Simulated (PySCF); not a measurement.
PySCF 2.14 output of an unrestricted PBE0 calculation on a single atom or ion in pcseg-2, with no relativity, point nucleus:

```
SCF conv_tol = 1e-09
number electrons alpha = 16  beta = 15
    C. Adamo and V. Barone.,  J. Chem. Phys. 110, 6158 (1999)
    M. Ernzerhof and G. E. Scuseria.,  J. Chem. Phys. 110, 5029 (1999)
cycle= 1 E= -1924.58736382264  delta_E= -0.00738  |g|= 0.12  |ddm|= 0.213
cycle= 2 E= -1924.58752963396  delta_E= -0.000166  |g|= 0.11  |ddm|= 0.137
cycle= 3 E= -1924.59031828682  delta_E= -0.00279  |g|= 0.00348  |ddm|= 0.0712
cycle= 4 E= -1924.59032195002  delta_E= -3.66e-06  |g|= 0.000274  |ddm|= 0.00363
cycle= 5 E= -1924.59032199604  delta_E= -4.6e-08  |g|= 2.25e-05  |ddm|= 0.000369
cycle= 6 E= -1924.59032199632  delta_E= -2.85e-10  |g|= 1.89e-06  |ddm|= 5.29e-05
converged SCF energy = -1924.59032199632  <S^2> = 0.75366774  2S+1 = 2.0036644
```

The run itself started from symmetry-adapted Hartree-Fock orbitals and held the occupation by maximum overlap, on a logarithmic radial grid, so the iterations belong to that start.

Which element, charge and spin multiplicity is this?

Ga (gallium, neutral), multiplicity 2; the state was [Ar] 3d10 4s2 4p1, 2P determinant.
